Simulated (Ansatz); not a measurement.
`[F][Al]1[SiH2][S]1` + H₂ → `[AlH]1[SiH2][S]1` + H–F at 400 K and 1 bar (hydrogenolysis of the Al–F bond).

Calculated with Ansatz (gas phase, PBE0-D4/def2-TZVP geometries, no zero-point term in ΔE). CBS: MP2 limit from def2 TZ/QZ plus the TZ coupled-cluster correction, frozen cores. This one scheme is used for every species.

| species | CCSD(T)/CBS energy (Eh) | H − E (kJ/mol) | S (J/(mol·K)) |
| --- | --- | --- | --- |
| `[F][Al]1[SiH2][S]1` | -1029.97141 | 83.9 | 346.4 |
| H₂ | -1.17544 | 38.0 | 139.0 |
| `[AlH]1[SiH2][S]1` | -930.69501 | 91.3 | 320.3 |
| H–F | -100.39570 | 36.5 | 182.2 |

H − E and S are ideal-gas, rigid-rotor, harmonic terms from PBE0-D4/def2-TZVP. The MP2-based limit puts H₂ 0.8 mEh under its directly extrapolated value; such offsets cancel only in part. 1 Eh = 2625.50 kJ/mol, R = 8.31446 J/(mol·K).

By hand: ΔE, ΔH, ΔS and ΔG.

ΔE = (-930.69501) + (-100.39570) − (-1029.97141) − (-1.17544) = 0.05614 Eh = 147.4 kJ/mol. Δ(H − E) = 91.3 + 36.5 − 83.9 − 38.0 = 5.9, so ΔH = 153.3 kJ/mol. ΔS = 320.3 + 182.2 − 346.4 − 139.0 = 17.1 J/(mol·K). ΔG = 153.3 − 400 × (17.1)/1000 = 146.5 kJ/mol.

By hand: the equilibrium constant, and the temperature at which ΔG would vanish if ΔH and ΔS stayed fixed.

log₁₀ K = −ΔG/(RT ln 10) = -19.1. ΔG = 0 at ΔH/ΔS = 8965 K, far beyond where these terms or the molecules hold.

ΔH outweighs TΔS. A doubt of 5 kJ/mol in ΔE shifts log₁₀ K by 0.7 here. These are equilibria of isolated gas molecules and say nothing of rates. Largest T1 diagnostic: 0.015 (customary marks: 0.02 for closed shells, 0.045 for open ones).
